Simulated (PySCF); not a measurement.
PySCF input:

```python
from pyscf import gto, scf, dft

mol = gto.M(
    atom='''
    Ge   -0.00000000   -0.00000000   -0.38851526
    F     0.00000000    0.00000000    1.38138759
    ''',
    basis='def2-tzvpd',
    charge=0,
    spin=1,
    symmetry='C2v',
    verbose=4,
)

mf = dft.UKS(mol, xc='bp86').density_fit(auxbasis='def2-universal-jkfit')
mf.grids.level = 3
mf.conv_tol = 1e-9
mf.max_cycle = 100
mf.max_memory = 1500
mf.kernel()
if not mf.converged:
    mf = mf.newton()
    mf.kernel(mf.make_rdm1())
mf.analyze()
```

Q: What final total energy does it print?

A: -2177.15080 Eh (BP86/def2-TZVPD).
